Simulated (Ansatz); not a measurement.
Task: Name a neutral molecule of C, Ge, Si and H with LUMO energy (PBE/def2-TZVPP) between -1.50 and -1.20 eV and size of the dipole moment (ωB97M-V/def2-TZVPP) between 0.35 and 0.65 D (Ansatz, PBE0-D4/def2-TZVP geometry).

Result: `[SiH3]C#[C][GeH3]` (-1.35 eV, 0.57 D). Other molecules can fit too; these were computed, each in one conformer that needn't be the lowest.
